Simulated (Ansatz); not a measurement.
Relaxation of C2H9ClSi2 (14 atoms, charge 0, multiplicity 1), to a largest force component of 0.015 eV/Å in at most 40 steps.

All numbers below come from RKS LDA/def2-SVP (Ansatz 0.2.0).

```xyz
14
Properties=species:S:1:pos:R:3
C -1.795 1.167 1.208
Si -0.576 1.023 -0.128
Si 0.492 -0.994 0.112
C 1.846 -1.104 -1.224
Cl 2.654 -2.662 -1.095
H -2.589 0.427 1.152
H -2.349 2.165 1.100
H -1.352 1.209 2.186
H -1.208 1.091 -1.427
H 0.418 2.136 -0.033
H 1.151 -1.030 1.494
H -0.456 -2.089 0.068
H 1.264 -1.067 -2.229
H 2.488 -0.300 -1.154
```

**Question.** Where does it end, and by what steps?

**Answer.** It converged. After 5 steps the energy has fallen by 0.422 eV; C1 moved furthest, 0.14 Å.

```tsv
step	energy less start (eV)	largest force component (eV/Å)	accepted
0	0.0000	3.718	yes
1	-0.3674	1.090	yes
2	-0.4141	0.170	yes
3	-0.4215	0.050	yes
4	-0.4222	0.021	yes
5	-0.4222	0.003	yes
```

```xyz
14
Properties=species:S:1:pos:R:3
C -1.893 1.259 1.252
Si -0.602 1.053 -0.093
Si 0.535 -0.980 0.107
C 1.834 -1.164 -1.252
Cl 2.693 -2.717 -1.081
H -2.646 0.445 1.201
H -2.422 2.229 1.143
H -1.420 1.231 2.257
H -1.246 1.113 -1.458
H 0.408 2.175 -0.032
H 1.230 -1.065 1.442
H -0.428 -2.136 0.002
H 1.363 -1.132 -2.258
H 2.580 -0.342 -1.202
```

Whether the end is a true minimum wasn't checked by a vibrational analysis.

Time of the run: 20 s on 2 threads of Arm Neoverse N1, on a shared host, peak memory 0.17 GiB.
